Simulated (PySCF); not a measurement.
CH4Cl2OSi2. Atoms are numbered in the order given.

```xyz
10

Cl     1.4984    -0.1124     1.6725
Si     0.2951     0.0153     0.0000
Cl     1.4984    -0.1124    -1.6725
C     -0.9235     1.4969     0.0000
O     -2.1561     0.7677     0.0000
Si    -1.8465    -0.9014     0.0000
H     -0.8489     2.1389    -0.8942
H     -0.8489     2.1389     0.8942
H     -2.3700    -1.5877     1.2167
H     -2.3700    -1.5877    -1.2167
```
Charge 0, spin multiplicity 1.

Coordinates come from a PBE0-D3(BJ)/def2-SVP optimisation. This is a generated structure with no PubChem entry under its InChIKey; it may be hypothetical.

Calculation: PBE0-D3(BJ)/def2-SVP run with PySCF.

Frequencies are harmonic and unscaled.

Computed vibrational spectrum:
```tsv
mode	ν (cm⁻¹)	IR (km/mol)	moving atoms (share of kinetic energy)
1	49	4.7	O 47 %, Cl 31 %, Si 10 %, H 9 %
2	107	0.0	Si 34 %, Cl 28 %, H 21 %, O 14 %
3	158	4.6	Cl 71 %, Si 21 %
4	176	0.1	H 38 %, C 32 %, Cl 22 %
5	197	9.5	Si 50 %, Cl 26 %, C 15 %
6	347	3.4	Cl 59 %, Si 16 %, O 12 %, C 10 %
7	439	21.0	Si 60 %, O 24 %, H 8 %
8	460	25.7	H 80 %, Si 11 %
9	583	84.3	Si 52 %, Cl 32 %, H 14 %
10	587	159.4	Si 62 %, Cl 17 %, C 13 %
11	664	27.6	H 88 %
12	711	3.7	C 38 %, Si 29 %, H 19 %, O 12 %
13	768	41.4	H 62 %, C 23 %, Si 12 %
14	771	11.7	H 36 %, O 27 %, Si 25 %, C 12 %
15	814	194.3	H 48 %, Si 27 %, O 21 %
16	967	155.7	H 92 %
17	1063	105.8	O 48 %, C 45 %
18	1196	0.8	H 90 %
19	1248	2.4	H 74 %, C 20 %
20	1454	2.6	H 93 %
21	2237	114.2	H 98 %
22	2245	110.0	H 96 %
23	3059	20.8	H 95 %
24	3124	7.3	H 90 %, C 10 %
```
